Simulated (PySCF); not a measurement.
# Continuum solvent and chemical shifts

Numbering as in the mapped SMILES `[O:1]=[C:2]([c:3]1[cH:4][cH:5][cH:6][cH:7][c:8]1[SH:9])[C:10]([F:11])([F:12])[F:13]`. Each H is labelled by its parent atom.

GIAO PBE0/pcSseg-1 in PySCF on one PBE0-D3(BJ)/def2-SVP conformer, non-relativistic, equivalent nuclei averaged. Solvents enter as an IEF-PCM continuum (chloroform with ε = 4.7, acetone with ε = 20.5) around the gas-phase geometry. Shifts are referred to TMS, CS2, CFCl3 computed in the same medium.

In chloroform, δ in ppm: C2 190.2, C8 158.2, C4 142.9, C6 142.5, C7 138.4, C5 129.5, C3 125.1, C10 122.9, S9 -31.7, F11/F12/F13 -79.1, H(S9) 10.54, H(C4) 8.42, H(C6) 7.76, H(C7) 7.67. Dipole moment 3.92 D.

Task: How does each δ change in the more polar medium?

Result: 
```tsv
atoms	environment	Δδ, acetone
C2	ketone carbonyl carbon	+0.4
C8	aromatic carbon bearing sulfur	-0.3
C4	aromatic CH	+0.4
C6	aromatic CH	+0.9
C7	aromatic CH	+0.5
C5	aromatic CH	+0.8
C3	substituted aromatic carbon	+0.2
C10	CF3 carbon	+0.3
S9	thiol sulfur	-2.9
F11/F12/F13	fluorine of a CF3 group	+0.5
H(S9)	hydrogen on a thiol sulfur	-0.01
H(C4)	hydrogen on an aromatic CH	+0.05
H(C6)	hydrogen on an aromatic CH	+0.10
H(C7)	hydrogen on an aromatic CH	+0.07
```

Changes are relative to chloroform. The dipole moment becomes 4.17 D in acetone.

Task: Which nuclei move most (in ppm), and what does the model miss?

Result: S9 (thiol sulfur, -2.9 ppm) in acetone. A continuum only polarises the solute; specific hydrogen bonds, the anisotropy of aromatic solvents and changes of geometry or conformer are outside it.
